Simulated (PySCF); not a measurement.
# Worked example: oscillator strength and radiative lifetime

CH3ClSi, SMILES C[Si]Cl (connectivity only; charge and spin as stated), neutral, multiplicity 1.

Geometry optimised at B3LYP-D3(BJ)/def2-TZVP.

TDDFT-M06-2X/def2-SVPD run with PySCF 2.14.0 puts the first singlet state with f over 0.02 at 5.72 eV (vertical), with the transition dipole (-0.313, 0.778, 0.000) in atomic units.

Find the oscillator strength, the wavelength and the radiative lifetime that this transition would have in vacuum if emission retraced absorption.


|μ|² = 0.7033 au, so |μ| = 2.13 D. ΔE = 5.72/27.211 = 0.2102 hartree. f = (2/3) ΔE |μ|² = 0.099 (the program prints 0.099).
λ = 1239.84/5.72 = 217 nm; ν = 46135 cm⁻¹.
Einstein's coefficient A = 0.6670 ν² f s⁻¹ (ν in cm⁻¹) = 1.4e8 s⁻¹, so τ = 1/A = 7.1 ns. This state is S3; the lower singlets have f = 0.017, 0.007. The figure is the radiative limit of this one transition; relaxation, internal conversion, crossing to triplets and a medium change what is measured.
